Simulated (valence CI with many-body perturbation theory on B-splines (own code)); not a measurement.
# I XIII: E2, M1 decay

Level of theory: relativistic CI+MBPT: five valence electrons over a frozen Dirac-Fock core [Kr], a basis of 7 s, 7 p, 8 d, 6 f, 4 g, 1 h functions for each j, with the one-electron correlation potential Σ1 (screened to all orders), the two-electron term Σ2, the three-electron term Σ3, Breit, model QED; selected single and double excitations, second order for the rest, scaled by the run's own slope (own B-spline code, finite nucleus).

No measured spectrum was set against this ion. As an estimate, terms of the open shell hold to 2 to 4 % of their energy, and close levels can change places. Core correlation moves these levels by up to 11000 cm⁻¹, and in measured spectra 5 to 20 % of such shifts remained as error; rates that hang on mixing are uncertain with them. Among the levels kept, up to 390 cm⁻¹ of a level comes from second order outside the variational space, and about a tenth of that is noise between levels of different J, which matters for small intervals. The list stops below the first excitations out of the core. Only levels of the ground parity were solved; by the run's estimate the other parity begins above the list, which can be wrong where configurations are misplaced.

Lines 1 to 50 of 120 in falling wavelength, among levels below 479140 cm⁻¹, chosen from the decays that carry over 1 % of a level's rate. Wavelengths and rates use the calculated energies, so an error of 2000 cm⁻¹ moves a line at 2340 nm by 47 % and its rate by three times that or more. Electric multipoles are in the length gauge, E1 and E2 with the static RPA response of the core. Weak lines are less certain than strong ones. Lines between different terms over intervals too small for the method are left out, as are lines whose strength nearly cancels. Intervals below about 2000 cm⁻¹, as at the head of this list, are uncertain by tens of per cent. Branching is blank where the lifetime is uncertain.

Names give the largest LS component (configuration and term), which can be under half, so a name can repeat, a term be missing and a line seem to break the LS rules; names also repeat where a configuration has a term twice. Letters in brackets count levels of one name in rising energy.

```
λ vac (nm)           Upper           Lower  Type   A (s⁻¹)  Branch %
      8678     4d5 4G_11/2      4d5 4G_7/2    E2  2.24e-10          
      6225      4d5 4G_9/2     4d5 4G_11/2    M1  1.23e-01      14.6
      3625      4d5 4G_9/2      4d5 4G_7/2    M1  7.18e-01      85.4
      2340      4d5 4P_3/2      4d5 4D_5/2    M1  2.30e+00       1.3
      2031      4d5 4P_1/2      4d5 4D_3/2    M1  6.20e+00     100.0
      2011     4d5 2I_13/2     4d5 2I_11/2    M1  1.19e+00      18.8
      1797  4d5 2F_7/2 [c]  4d5 2F_5/2 [b]    M1  2.16e+00       1.6
      1532      4d5 4G_7/2  4d5 4G_5/2 [a]    M1  6.54e+00      73.3
      1497  4d5 2D_3/2 [a]      4d5 4F_5/2    M1  5.88e+00       4.1
      1200      4d5 4F_5/2      4d5 4F_3/2    M1  3.41e+00       1.4
      1175  4d5 2F_7/2 [a]      4d5 4D_5/2    M1  5.38e-01       1.9
      1165      4d5 4D_7/2      4d5 4G_9/2    M1  4.24e+00      10.8
      1135      4d5 4D_3/2  4d5 4G_5/2 [a]    M1  9.31e+00       5.8
      1120      4d5 4D_7/2  4d5 4G_5/2 [b]    M1  1.16e+01      29.5
      1118  4d5 4G_5/2 [b]  4d5 4G_5/2 [a]    M1  2.53e+01      19.3
     967.3  4d5 2G_7/2 [a]  4d5 2F_5/2 [a]    M1  7.12e+00       9.0
     956.7      4d5 4F_5/2  4d5 2F_7/2 [a]    M1  2.23e+01       9.2
     925.1      4d5 2H_9/2  4d5 2G_9/2 [a]    M1  1.43e+01       6.5
     924.5      4d5 4D_1/2      4d5 4P_1/2    M1  4.10e+01      64.3
     881.6      4d5 4D_7/2      4d5 4G_7/2    M1  1.22e+01      31.1
     863.2  4d5 2F_7/2 [c]      4d5 2H_9/2    M1  8.38e+00       6.2
     851.3  4d5 2G_9/2 [b]  4d5 2G_7/2 [a]    M1  1.05e+01       7.7
     843.4     4d5 2H_11/2      4d5 2H_9/2    M1  8.07e+00       2.4
     797.0      4d5 2H_9/2  4d5 2F_7/2 [a]    M1  5.01e+00       2.3
     760.9  4d5 2D_3/2 [a]  4d5 2F_5/2 [a]    M1  3.19e+00       2.2
     750.0  4d5 2F_7/2 [a]      4d5 4D_7/2    M1  9.56e-01       3.3
     739.1  4d5 2G_9/2 [b]      4d5 2H_9/2    M1  3.51e+01      25.9
     731.0  4d5 2F_7/2 [c]      4d5 4F_5/2    M1  1.19e+01       8.8
     720.3      4d5 4D_5/2      4d5 4D_3/2    M1  6.55e+00       3.8
     697.8  4d5 2G_7/2 [a]  4d5 2F_7/2 [a]    M1  1.72e+01      21.8
     686.1  4d5 2F_5/2 [b]  4d5 2F_5/2 [a]    M1  9.12e+00       4.5
     680.7      4d5 4F_5/2      4d5 4P_3/2    M1  8.81e+00       3.6
     666.1  4d5 2D_3/2 [a]      4d5 4F_3/2    M1  1.65e+01      11.6
     663.5  4d5 2G_9/2 [a]      4d5 4D_7/2    M1  1.01e+01      19.7
     644.2  4d5 2F_7/2 [b]  4d5 2F_5/2 [a]    M1  2.06e+01       6.7
     635.3      4d5 4D_1/2      4d5 4D_3/2    M1  2.27e+01      35.6
     618.6      4d5 4D_5/2      4d5 4G_7/2    M1  2.24e+01      13.1
     608.1  4d5 2F_5/2 [b]      4d5 4F_3/2    M1  3.41e+01      16.7
     597.7     4d5 2I_11/2      4d5 4G_9/2    M1  8.45e+00      18.9
     577.2  4d5 2F_5/2 [a]      4d5 4D_7/2    M1  1.29e+01       3.9
     563.9      4d5 2H_9/2     4d5 2I_11/2    M1  5.66e+00       2.6
     562.6  4d5 2F_7/2 [b]  4d5 2G_9/2 [a]    M1  3.42e+01      11.2
     559.5      4d5 4D_7/2  4d5 4G_5/2 [a]    M1  9.95e-01       2.5
     554.9      4d5 4P_3/2  4d5 4G_5/2 [b]    M1  5.99e+00       3.3
     550.8      4d5 4P_3/2      4d5 4D_3/2    M1  3.70e+01      20.1
     545.3     4d5 2I_11/2     4d5 4G_11/2    M1  3.63e+01      81.1
     538.6  4d5 2F_5/2 [b]  4d5 2F_7/2 [a]    M1  2.93e+00       1.4
     527.3      4d5 4F_5/2      4d5 4D_5/2    M1  5.72e+01      23.6
     510.5      4d5 4F_3/2      4d5 4P_1/2    M1  1.42e+01       8.0
     496.5  4d5 2F_7/2 [c]  4d5 2F_5/2 [a]    M1  7.74e+00       5.7
```
